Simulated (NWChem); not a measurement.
Basis-set convergence for H6AlNO

SMILES: N.[OH][AlH2]
```xyz
9

Al     0.2099    -0.7258     0.0000
H      0.7767    -1.3190     1.3924
H      0.7767    -1.3190    -1.3924
O     -1.4290    -0.0656     0.0000
H     -2.2215    -0.6228     0.0000
N      0.9201     1.2149     0.0000
H      0.0231     1.7295     0.0000
H      1.4542     1.4937    -0.8338
H      1.4542     1.4937     0.8338
```
Charge 0, spin multiplicity 1.

Program: NWChem. Structure: optimised with PBE/def2-SVP, a minimum by its harmonic frequencies. It is one conformer; others weren't searched.

Quantity: vertical ionisation energy at the level ΔPBE (Δ: difference of total energies, the cation a doublet at the parent's geometry with its hole in an orbital of symmetry a" (Cs labels); it is the state that the SCF runs reached, from PBE0 orbitals for Hartree-Fock references, and need not be the lowest).

The Pople sets run with spherical d functions. The structure started from a generated list of species. The stability of the SCF solutions was not checked.

Costs are rough ratios of processor time within this set of runs, SCF included, with 6-31G* as 1.

```tsv
basis	functions	vertical ionisation energy (eV)	relative cost
6-31G*	58	8.67	1
6-31+G*	70	8.92	under 3
pcseg-1	76	8.88	under 3
6-311G**	98	8.81	under 3
aug-cc-pVDZ	127	8.90	under 3
def2-TZVP	135	8.89	3
cc-pVTZ	178	8.87	5
pcseg-2	178	8.93	under 3
def2-TZVPP	188	8.90	under 3
```

Smallest basis within 0.2 eV of def2-TZVPP, the largest set run: 6-31+G*, with 70 functions against 188 (also within reach: pcseg-1, 6-311G**, aug-cc-pVDZ, def2-TZVP, cc-pVTZ, pcseg-2). def2-TZVPP isn't the basis-set limit itself, and a small set can land close by cancellation.
